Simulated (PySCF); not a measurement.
## Structure elucidation problem

The spectra below were simulated for a compound C$_{7}$H$_{13}$NSi.

1H NMR (600 MHz, computed): δ 6.17 (t, 1H), 5.49 (br s, 1H), 4.99 (br s, 1H), 4.81 (t, 2H), 2.76 (m, 2H), 2.64 (m, 2H), 1.80 (m, 2H), 0.09 (br s, 2H).

13C{1H} NMR (computed): δ 154.9 (C), 145.2 (C), 125.2 (CH), 107.3 (CH2), 28.0 (CH2), 26.8 (CH2), 19.0 (CH2).

[PySCF: geometry from GFN2-xTB; PBE0/pcSseg-1 with gauge-including orbitals; no solvent; one conformer; rapidly exchanging positions averaged; non-relativistic]

Referencing at the same level of theory: TMS for 1H (σ = 31.72 ppm) and 13C (σ = 186.93 ppm).

Question: Which candidate is it?
A. CC#C[C@@H]1C[Si@@H]1N(C)C
B. C=C1CC/C1=C\C[SiH2]N
C. C=C([SiH3])/C=N\C1CCC1

Answer: B. 

The formula gives 3 degrees of unsaturation (1 ring in the answer). 7 carbon signals for 7 carbons: no two carbons are equivalent. Carbon types of the structure: 2 × C, 1 × CH, 4 × CH2, leaving 4 H on heteroatoms. δC 154.9, 145.2: fully substituted alkene carbon; as expected for a trigonal carbon in a double bond. δC 125.2: alkene CH; an sp2 carbon of a C=C bond. δC 107.3: terminal =CH2 carbon; the olefinic region. δC 28.0, 26.8: allylic sp3 CH2; a saturated carbon with 2 carbon neighbours and no heteroatom attached. δH 6.17: hydrogen on an alkene CH; olefinic region.

The others: C=C([SiH3])/C=N\C1CCC1 would give 6 carbon signals, not 7; CC#C[C@@H]1C[Si@@H]1N(C)C would give 6 carbon signals, not 7.

The OH or NH signal is concentration- and solvent-dependent in practice; the value given is the gas-phase one. Shifts are as computed. Against solution values, carbons near 30 ppm lie about +3 ppm off and those near 130 ppm about +5 ppm. Of 1309 compounds with measured shifts, 239 miss one by over three times the rms of a fit or turn the order of signals round; such compounds aren't used in these exercises. Multiplicities follow the n + 1 count of equivalent neighbours, as no J values were calculated; m marks all less simple cases, F and P coupling included.
